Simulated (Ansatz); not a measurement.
Relaxation of AlCl2H3SSi2 (9 atoms, charge 0, multiplicity 1), to a largest force component of 0.02 eV/Å in at most 40 steps.

These are results of RKS BLYP/def2-SVP in Ansatz, not measurements.

```xyz
9
Properties=species:S:1:pos:R:3
Al -0.230 -2.159 -0.093
Si 0.120 -0.031 0.921
S 1.865 0.891 0.073
Si 0.042 1.712 -0.430
Cl -0.588 1.328 -2.429
Cl -0.409 3.585 0.440
H -0.342 -3.436 0.786
H -0.419 -2.176 -1.696
H 0.049 0.240 2.411
```

**Question.** Where does it end, and by what steps?

**Answer.** The forces met the threshold. The force dipped under the threshold on the way, but the program's further checks kept it going. After 21 steps the energy has fallen by 0.438 eV; H8 moved furthest, 0.90 Å.

```
step  energy less start (eV)  largest force component (eV/Å)  accepted
   0                  0.0000                           2.788       yes
   1                 -0.3717                           0.593       yes
   2                 -0.4159                           0.118       yes
   3                 -0.4195                           0.050       yes
   4                 -0.4235                           0.038       yes
   5                 -0.4269                           0.085       yes
   6                 -0.4288                           0.022       yes
   7                 -0.4297                           0.059       yes
   8                 -0.4301                           0.138       yes
   9                 -0.4315                           0.088       yes
  10                 -0.4299                           0.221        no
  11                 -0.4335                           0.038       yes
  12                 -0.4347                           0.045       yes
  13                 -0.4353                           0.099       yes
  14                 -0.4363                           0.066       yes
  15                 -0.4372                           0.025       yes
  16                 -0.4373                           0.048       yes
  17                 -0.4379                           0.025       yes
  18                 -0.4381                           0.027       yes
  19                 -0.4383                           0.014       yes
  20                 -0.4384                           0.010       yes
  21                 -0.4384                           0.007       yes
```

```xyz
9
Properties=species:S:1:pos:R:3
Al -0.215 -2.309 -0.069
Si 0.268 -0.100 0.888
S 1.946 1.056 -0.162
Si -0.058 1.781 -0.379
Cl -0.885 1.698 -2.302
Cl -0.478 3.668 0.409
H -1.123 -3.336 0.749
H 0.336 -2.638 -1.525
H 0.299 0.133 2.374
```

Run time: 84 s on 2 threads of Arm Neoverse N1, on a shared host, peak memory 0.18 GiB.
